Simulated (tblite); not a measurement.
Compound: C5H10FOSi (doublet state).
Atom-mapped SMILES: `[CH3:1][CH2:2][Si@@:3]1([F:4])[CH2:5][CH:6][O:7][CH2:8]1` (hydrogens: H9, H10, H11 on C1; H12, H13 on C2; H14, H15 on C5; H16 on C6; H17, H18 on C8)

Computed with GFN2-xTB (tblite), gas phase: L-BFGS steps from a force-field or distance-geometry start until the largest atomic force falls under 0.01 eV/Å.

Geometry at step 4:
```
atom  x, y, z in Å
C1      1.9215   -0.7356    0.8270
C2      1.5978   -0.5114   -0.6492
Si3    -0.1442    0.1642   -0.9820
F4     -0.3477    0.3871   -2.5891
C5     -1.5807   -0.7886   -0.2004
C6     -2.1318    0.1609    0.7813
O7     -1.5840    1.4084    0.9253
C8     -0.5974    1.7494   -0.0260
H9      2.9275   -1.1276    0.9138
H10     1.2367   -1.4468    1.2763
H11     1.8620    0.1905    1.3888
H12     2.3273    0.1798   -1.0793
H13     1.6942   -1.4576   -1.1871
H14    -2.3075   -1.0676   -0.9675
H15    -1.2327   -1.7132    0.2683
H16    -2.9020   -0.0674    1.4833
H17     0.2543    2.1758    0.5103
H18    -1.0021    2.5060   -0.7054
```

Task: What forces act on the atoms?

Result: 
```tsv
atom	Fx (eV/Å)	Fy (eV/Å)	Fz (eV/Å)
C1	-0.026	0.016	-0.149
C2	-0.113	0.054	-0.197
Si3	0.154	-0.046	-0.075
F4	0.058	-0.012	0.192
C5	0.251	-0.105	-0.287
C6	-0.014	0.039	-0.032
O7	-0.059	0.147	0.137
C8	0.105	-0.062	-0.139
H9	0.150	-0.055	0.106
H10	-0.058	-0.045	0.004
H11	-0.007	0.068	0.008
H12	0.015	-0.122	0.022
H13	0.123	0.063	0.029
H14	-0.170	-0.127	0.043
H15	-0.201	-0.125	0.069
H16	-0.071	0.034	0.147
H17	-0.134	0.145	0.029
H18	-0.002	0.134	0.095
```

The largest, 0.40 eV/Å, acts on C5; the rms over all components is 0.112 eV/Å. The forces sum to zero within rounding, as they must for an isolated molecule in no field.

Task: Give the force on C5 in Eh/bohr and in nN.

Result: 0.395 eV/Å ÷ 51.422 = 0.00769 Eh/bohr, and 0.395 eV/Å × 1.602 = 0.63 nN.

Task: How far is this geometry from the end of the optimisation?

Result: 0.053 eV above it, and 0.184 Å rms away after alignment. The bonds farthest from their final lengths, with half the difference of the two atoms' forces along the bond (positive lengthens):

```csv
bond,now (Å),final (Å),force along bond (eV/Å)
Si3–C5,1.893,1.907,-0.07
C5–C6,1.473,1.486,+0.18
Si3–C8,1.906,1.917,-0.02
C6–H16,1.067,1.075,+0.08
Si3–F4,1.635,1.629,-0.12
C1–H9,1.083,1.088,+0.10
```

The angle farthest from its final value is Si3–C5–H15, 111.2° against 116.4°.

Of the 3 listed bonds off by 0.010 Å or more, this force points towards the final length in 1.

What follows is the cost of the whole relaxation. The run took 1.4 s of wall time on one thread, Intel Xeon at 2.70 GHz (x86_64), on a shared host.
